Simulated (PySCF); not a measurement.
PySCF input file for Al2H4, SMILES [AlH2][AlH2], TPSSh-D3(BJ)/def2-TZVP. Geometry: TPSSh-D3(BJ)/def2-TZVP.

```python
import numpy as np
from pyscf import gto, scf, dft, df
from pyscf.hessian import thermo

mol = gto.M(
    atom='''
    Al   -0.00000000    0.00000000   -1.29760760
    Al    0.00000000   -0.00000000    1.29760760
    H     0.95469574    0.95469574   -2.14167675
    H    -0.95469575   -0.95469575   -2.14167675
    H     0.95469575   -0.95469574    2.14167675
    H    -0.95469574    0.95469575    2.14167675
    ''',
    basis='def2-TZVP',
    charge=0,
    spin=0,
    max_memory=1600,
    verbose=3,
)
mf = dft.RKS(mol, xc='tpssh').density_fit(auxbasis='def2-universal-jkfit')
mf.disp = 'd3bj'
mf.grids.level = 4
mf.conv_tol = 1e-11
mf.max_cycle = 100
mf.kernel()

# [left out here: the lines that compute and print the analytic Hessian (its translational invariance restored by hand, since the grid's response is missing), thermochemistry and intensities]
```

It prints:

```
converged SCF energy = -487.267259130386

WARN: MGGA Hessian is sensitive to dft grids. grids.level 4 may not be dense enough.


WARN: DFTD3 does not support analytical Hessian, using finite difference


WARN: Mole.unit (angstrom) is changed to Bohr

Mode                                 0                   1                   2
Irrep
Freq [cm^-1]                      142.8819            300.1382            300.1388
Reduced mass [au]                   1.0080              1.0635              1.0635
Force const [Dyne/A]                0.0121              0.0564              0.0564
Char temp [K]                     205.5752            431.8320            431.8329
Normal mode                   x     y     z       x     y     z       x     y     z
       0  Al                -0.00  0.00 -0.00   -0.00  0.00 -0.00    0.03  0.03  0.00
       1  Al                -0.00  0.00  0.00    0.03 -0.03 -0.00   -0.00 -0.00 -0.00
       2   H                 0.35 -0.35  0.00   -0.20  0.19 -0.01   -0.21 -0.22 -0.54
       3   H                -0.35  0.35 -0.00   -0.20  0.19  0.01   -0.21 -0.22  0.54
       4   H                 0.35  0.35 -0.00   -0.22  0.21  0.54   -0.19 -0.20 -0.01
       5   H                -0.35 -0.35  0.00   -0.22  0.21 -0.54   -0.19 -0.20  0.01
Mode                                 3                   4                   5
Irrep
Freq [cm^-1]                      341.4379            546.9690            546.9701
Reduced mass [au]                   9.0747              1.1949              1.1949
Force const [Dyne/A]                0.6233              0.2106              0.2106
Char temp [K]                     491.2532            786.9666            786.9681
Normal mode                   x     y     z       x     y     z       x     y     z
       0  Al                 0.00  0.00 -0.13    0.02  0.02 -0.00    0.05 -0.05  0.00
       1  Al                 0.00  0.00  0.13   -0.05 -0.05  0.00   -0.02  0.02  0.00
       2   H                -0.00 -0.00 -0.14   -0.08 -0.07 -0.21   -0.42  0.42  0.00
       3   H                 0.00  0.00 -0.14   -0.08 -0.07  0.21   -0.42  0.42 -0.00
       4   H                -0.00  0.00  0.14    0.42  0.42 -0.00    0.07 -0.08 -0.21
       5   H                 0.00 -0.00  0.14    0.42  0.42  0.00    0.07 -0.08  0.21
Mode                                 6                   7                   8
Irrep
Freq [cm^-1]                      756.3218            814.8941           1884.8531
Reduced mass [au]                   1.0601              1.0657              1.0263
Force const [Dyne/A]                0.3573              0.4170              2.1482
Char temp [K]                    1088.1786           1172.4511           2711.8840
Normal mode                   x     y     z       x     y     z       x     y     z
       0  Al                 0.00 -0.00 -0.03   -0.00  0.00 -0.03    0.00  0.00  0.02
       1  Al                -0.00  0.00 -0.03    0.00 -0.00  0.03   -0.00  0.00  0.02
       2   H                 0.18  0.18  0.41    0.19  0.19  0.40    0.30  0.30 -0.25
       3   H                -0.18 -0.18  0.41   -0.19 -0.19  0.40   -0.30 -0.30 -0.25
       4   H                -0.18  0.18  0.41    0.19 -0.19 -0.40   -0.30  0.30 -0.25
       5   H                 0.18 -0.18  0.41   -0.19  0.19 -0.40    0.30 -0.30 -0.25
Mode                                 9                  10                  11
Irrep
Freq [cm^-1]                     1902.3424           1902.3433           1905.2519
Reduced mass [au]                   1.0579              1.0579              1.0281
Force const [Dyne/A]                2.2556              2.2556              2.1988
Char temp [K]                    2737.0472           2737.0484           2741.2332
Normal mode                   x     y     z       x     y     z       x     y     z
       0  Al                 0.03  0.03  0.00   -0.00  0.00 -0.00   -0.00 -0.00  0.02
       1  Al                 0.00  0.00 -0.00   -0.03  0.03  0.00   -0.00  0.00 -0.02
       2   H                -0.41 -0.41  0.37    0.00 -0.00  0.00    0.30  0.30 -0.26
       3   H                -0.41 -0.41 -0.37    0.00 -0.00 -0.00   -0.30 -0.30 -0.26
       4   H                -0.00 -0.00 -0.00    0.41 -0.41  0.37    0.30 -0.30  0.26
       5   H                -0.00 -0.00  0.00    0.41 -0.41 -0.37   -0.30  0.30  0.26
temperature 298.1500 [K]
pressure 101325.00 [Pa]
Rotational constants [GHz] 68.76013 4.47115 4.47115
Symmetry number 4
Zero-point energy (ZPE) 0.02584 [Eh]   67855.431 [J/mol]
                           tot       elec      trans        rot        vib
Entropy [J/mol/K]       278.933      0.000    159.385     84.596     34.951
Cv [J/mol/K]             69.145      0.000     12.472     12.472     44.201
Cp [J/mol/K]             77.459      0.000     20.786     12.472     44.201
Internal energy [J/mol]                      3718.434   3718.434  74208.251
Internal energy [Eh]   -487.23616  -487.26726
Enthalpy [J/mol]                             6197.391   3718.434  74208.251
Enthalpy [Eh]          -487.23522
Gibbs free energy [J/mol]                  -41323.351 -21503.892  63787.594
Gibbs free energy [Eh] -487.26689
mode   freq/cm-1   IR/(km/mol)
   1      142.88         0.000
   2      300.14        62.566
   3      300.14        62.567
   4      341.44         0.000
   5      546.97        76.737
   6      546.97        76.738
   7      756.32       682.676
   8      814.89         0.000
   9     1884.85       382.812
  10     1902.34       248.000
  11     1902.34       247.999
  12     1905.25         0.000
max |gradient| / (hartree/bohr): 7.595648104426894e-07
APT charges: [ 0.7247  0.7247 -0.3624 -0.3624 -0.3624 -0.3624]
```

The calculation finished and met its thresholds.
